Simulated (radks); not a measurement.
Results of a calculation; reference values are marked as such.
Problem. The table gives one normalised radial function P(r) = r R(r) of Rh+ in [Kr] 4d8 (r in bohr). Level of theory: scalar-relativistic Kohn-Sham, PBE, spin-polarised, spherical densities, point nucleus; open shells are filled with parallel spins first (spin-orbit coupling, left out, can overturn this in heavy ions) (a radial shooting solver on a logarithmic mesh with Libxc functionals).

| r | P |
|---|---|
| 0.00192 | 0.0734 |
| 0.0025 | 0.0916 |
| 0.003281 | 0.1140 |
| 0.004307 | 0.1401 |
| 0.005653 | 0.1693 |
| 0.007421 | 0.1999 |
| 0.009662 | 0.2277 |
| 0.01268 | 0.2486 |
| 0.01665 | 0.2529 |
| 0.02185 | 0.2289 |
| 0.02868 | 0.1636 |
| 0.03765 | 0.0482 |
| 0.04902 | -0.1071 |
| 0.06434 | -0.2816 |
| 0.08446 | -0.4056 |
| 0.1109 | -0.3892 |
| 0.1455 | -0.1675 |
| 0.1895 | 0.2068 |
| 0.2487 | 0.5652 |
| 0.3264 | 0.6150 |
| 0.4285 | 0.2013 |
| 0.5624 | -0.5015 |
| 0.7323 | -1.0523 |
| 0.9613 | -1.1538 |
| 1.262 | -0.8285 |
| 1.656 | -0.4073 |
| 2.174 | -0.1347 |
| 2.831 | -0.0296 |
| 3.715 | -0.0035 |
| 4.877 | -0.0002 |

Which n and l does it have? It may be an empty orbital.

Solution. n = 4, l = 0: the number of nodes gives n - l - 1 = 3, the rise at small r (about r^(l+1), flatter next to the nucleus through relativity) gives l, and the extent must fit the shell. The curve is that of 4s up; the table hardly tells the two spins apart. 4s up: eigenvalue -90.753 eV, 3 radial nodes at r = 0.0411, 0.165, 0.466 bohr, <r> = 0.982 bohr, 90 % of the charge inside 1.43 bohr.
